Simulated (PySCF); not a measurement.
C5H5Al.
Cartesian coordinates in Å at the PBE0-D3(BJ)/def2-SVP level; atoms count from 1:
```xyz
11
C5H5Al angstrom
C      1.772    2.510    0.314
C      1.079    1.518    0.150
Al    -0.048   -0.010   -0.080
C     -1.974    0.187   -0.230
C      0.798   -1.722   -0.184
C      1.330   -2.819   -0.255
H      2.391    3.380    0.453
H     -2.506   -0.764   -0.069
H     -2.238    0.547   -1.240
H     -2.366    0.932    0.481
H      1.801   -3.785   -0.316
```

Jobs on this species (11 atoms, 48 electrons) with PySCF (density fitting). Hardware of each: one thread of an Arm Neoverse V2, on a shared host. The host was shared with other jobs, so the times are rough. Peak memory is the resident size of the whole Python process, interpreter and libraries included.

Problem. Rank these jobs by wall time, shortest first.
A. PBE0/6-31G*; 10 singlets by full TDDFT, 4 Tamm–Dancoff triplets, polarisability; 98 basis functions
B. PBE/def2-SVPD; 10 singlets by full TDDFT, 4 Tamm–Dancoff triplets, polarisability, ΔSCF ions; 164 basis functions
C. PBE0/6-311+G(2d,p); shieldings, charges and field gradients; 200 basis functions
D. PBE0/cc-pVTZ; shieldings, charges and field gradients; 254 basis functions

Solution. A (9.0 s), C (16 s), D (26 s), B (1.9 min).

All jobs:

```tsv
level and settings	work	basis functions	SCF cycles	wall time	peak memory
PBE0/6-31G*	10 singlets by full TDDFT, 4 Tamm–Dancoff triplets, polarisability	98	14	9.0 s	0.52 GiB
PBE0/6-311+G(2d,p)	shieldings, charges and field gradients	200	14	16 s	0.90 GiB
HF/def2-SVPD	10 singlets by TDHF, 4 Tamm–Dancoff triplets, polarisability, ΔSCF ions	164	11	21 s	0.73 GiB
PBE0/def2-TZVP	10 singlets by full TDDFT, 4 Tamm–Dancoff triplets, polarisability	222	14	24 s	0.90 GiB
PBE0/cc-pVTZ	shieldings, charges and field gradients	254	14	26 s	0.97 GiB
BHandHLYP/def2-SVPD	10 singlets by full TDDFT, 4 Tamm–Dancoff triplets, polarisability, ΔSCF ions	164	13	87 s	0.78 GiB
PBE0/def2-SVPD	10 singlets by full TDDFT, 4 Tamm–Dancoff triplets, polarisability, ΔSCF ions	164	14	1.7 min	0.78 GiB
PBE/def2-SVPD	10 singlets by full TDDFT, 4 Tamm–Dancoff triplets, polarisability, ΔSCF ions	164	15	1.9 min	0.63 GiB
CAM-B3LYP/def2-SVPD	10 singlets by full TDDFT, 4 Tamm–Dancoff triplets, polarisability, ΔSCF ions	164	13	1.9 min	0.87 GiB
```

Problem. What do all jobs in the table cost together?

Solution. About 8.6 min; the longest takes about 22 % of that, and about 13 times as long as the shortest.
